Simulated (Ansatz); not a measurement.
One geometry of CuF2, several levels of theory.

```yaml
crystal:
  periodic: [false, false, false]
  atoms:
    - {symbol: Cu, position_ang: [0.000108, 0.000063, 0.000001]}
    - {symbol: F, position_ang: [-0.016892, -0.020850, 1.737478]}
    - {symbol: F, position_ang: [0.016784, 0.020787, -1.737480]}
basis:
  gaussian: {orbitals: def2-TZVP, initial_orbitals: start.molden}
magnetization: {spin_polarized: true, initial_magnetization: 1}
hamiltonian: {xc: {name: CAM-B3LYP}, dispersion: d4}
scf: {omitted_lower_state_checks: [starts]}
output: {orbitals: {seedname: orbitals}}
```

The file start.molden holds the orbitals of an earlier run on this structure, at another level or in another basis.

```sh
$ ansatz run in.yaml --threads 4 --pin off --events-out ev --progress --plain --max-ram 3916MiB
```

Output, abridged:

```
Functional definition: CAM-B3LYP
854 factors; their error is unknown
140 factors; integrals over basis functions are off by at most 1.4e-4 eV
mean field evaluation 1: about -50078.8557 eV, gradient 4.4e0 eV
mean field evaluation 2: about -50078.8975 eV, gradient 3.4e-2 eV
mean field evaluation 4: about -50078.9325 eV, gradient 3.3e-5 eV
mean field evaluation 8: about -50078.9325 eV, gradient 1.2e-5 eV
mean field -50078.93247841 eV, -1840.3668238620 hartree, gradient 3.6e-6 eV, S^2 0.752013; 0 other end points of the search recorded, 0 dependent functions left out
reference -50078.93258820 eV, -1840.3668278968 hartree; 24, 23 occupied and 83, 84 virtual orbitals, 854 factors
Total energy: -50078.95715526 eV, -1840.3677307194 hartree
Checks for a lower state left out: starts
```

Hardware: 4 threads of Arm Neoverse V1 on a shared host. Wall time 3.9 s.

As the first input, with `hamiltonian: {xc: pbe0, dispersion: d4}` and without the key `scf` (abridged; 7.5 s):

```
Functional definition: PBE0
mean field evaluation 16: about -50065.3788 eV, gradient 1.1e-1 eV
mean field evaluation 32: about -50065.3206 eV, gradient 3.8e-1 eV
mean field -50065.37798337 eV, -1839.8687053568 hartree, gradient 6.0e-6 eV, S^2 0.752654; 6 other end points of the search recorded, 0 dependent functions left out
Total energy: -50065.40222363 eV, -1839.8695961701 hartree
```

As the first input, with `hamiltonian: {xc: pbe}`, `correlation: {method: rpa, frozen_orbitals: {Cu: 9, F: 1}}` and without the key `output` (abridged; 17 s):

```
Functional definition: PBE
mean field evaluation 16: about -50065.6132 eV, gradient 4.4e-2 eV
mean field evaluation 32: about -50065.6134 eV, gradient 1.8e-4 eV
mean field -50065.61340190 eV, -1839.8773568282 hartree, gradient 4.2e-8 eV, S^2 0.751942
11 core orbitals not correlated: weight in the atoms' cores, before any rotation towards them, 1.000 or more for the frozen orbitals, at most 0.000 for the correlated occupied ones
Total energy: -50044.65775788 eV, -1839.1072511146 hartree
Checks for a lower state left out: starts
```

First input, but with `correlation: {method: mp2, frozen_orbitals: {Cu: 9, F: 1}}` and without the key `hamiltonian` (abridged; 0.9 s):

```
Functional definition: HF
mean field -50013.69103365 eV, -1837.9692449892 hartree, gradient 1.4e-6 eV, S^2 0.754361
11 core orbitals not correlated: weight in the atoms' cores, before any rotation towards them, 1.000 or more for the frozen orbitals, at most 0.000 for the correlated occupied ones
second order -22.94620198 eV of doubles, -0.00000000 eV of singles
Total energy: -50036.63723563 eV, -1838.8125023586 hartree
Checks for a lower state left out: starts
```

Geometry: PBE-D4/def2-TZVP.

Correlated methods freeze 11 core orbitals. No other spin state of charge 0 was run.
